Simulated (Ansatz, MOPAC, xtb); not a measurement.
Pair of molecules: H5NSi (SMILES N[SiH3]) (first 7 atoms) with CH4 (SMILES C); geometry from B3LYP-D3(BJ)/def2-TZVP, rigid monomers moved along the line of their centres of mass till H4···C8 is 2.61 Å.
(charge 0, multiplicity 1):
```xyz
12

N      0.906    -0.379     0.206
Si    -0.652     0.326    -0.006
H      1.680    -0.066    -0.359
H      1.217    -0.647     1.127
H     -0.840     1.674     0.599
H     -0.886     0.454    -1.463
H     -1.662    -0.569     0.605
C      0.181    -0.083     3.451
H      1.232    -0.374     3.467
H      0.073     0.868     2.932
H     -0.405    -0.847     2.942
H     -0.177     0.019     4.474
```

Interaction energies are E(AB) − E(A) − E(B) at the monomers' geometry in the complex; basis-set methods are counterpoise corrected.

The state reached by AM1 isn't checked.

Run with Ansatz (Gaussian orbitals); MOPAC for AM1 (differences of heats of formation); xtb for the GFN methods. Each number belongs to the level named beside it.

**Question.** One of these levels gives 2.15 kcal/mol for the interaction energy. Which one is it?
A) AM1
B) PBE/def2-TZVPPD
C) GFN-FF
D) HF/aug-cc-pV(D+d)Z

**Answer.** D, HF/aug-cc-pV(D+d)Z. The others give -0.39 (GFN-FF), 0.93 (AM1), 0.33 (PBE/def2-TZVPPD)

Ansatz is a program for electronic structure.
